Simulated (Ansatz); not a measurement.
Ideal-gas functions of `FC=[Se]` at 298.15 K and 1 bar, from an Ansatz frequency run at PBE0-D4/def2-TZVP.

Molar mass 110.98 g/mol, point group Cs (symmetry number 1), electronic degeneracy 1, moments of inertia 7.249, 126.477, 133.726 u Å². Harmonic wavenumbers (cm⁻¹, unscaled): 395, 858, 869, 1209, 1362, 3156.

Use S(trans) = R[1.5 ln M + 2.5 ln T − 1.1517]; rotational temperatures θ = 24.2544 K / I; S(rot) = R[ln(√π/σ · √(T³/θAθBθC)) + 1.5]; for each mode x = 1.438777 ν̃/T, S = R[x/(eˣ − 1) − ln(1 − e⁻ˣ)] and H = RT x/(eˣ − 1); 1 cm⁻¹ = 0.0119627 kJ/mol; R = 8.31446 J/(mol·K).

Question: By hand: the entropy, in J/(mol·K).

Answer: Translation 167.6. Rotation: θ = 3.3459, 0.1918, 0.1814 K, giving 97.2. Vibration, mode by mode: 4.11, 0.69, 0.66, 0.17, 0.09, 0.00, in all 5.7. Electronic 0.0. Sum 270.5 J/(mol·K).

Question: By hand: H − E and G − E in kJ/mol, counted from the electronic energy.

Answer: Zero-point energy ½ × 7849 × 0.0119627 = 46.9; thermal vibration 1.2; translation, rotation and pV give 4 RT = 9.9. H − E = 58.0 kJ/mol, and G − E = 58.0 − 298.15 × 270.5/1000 = -22.6 kJ/mol.

Vibration gives 2 % of the entropy.
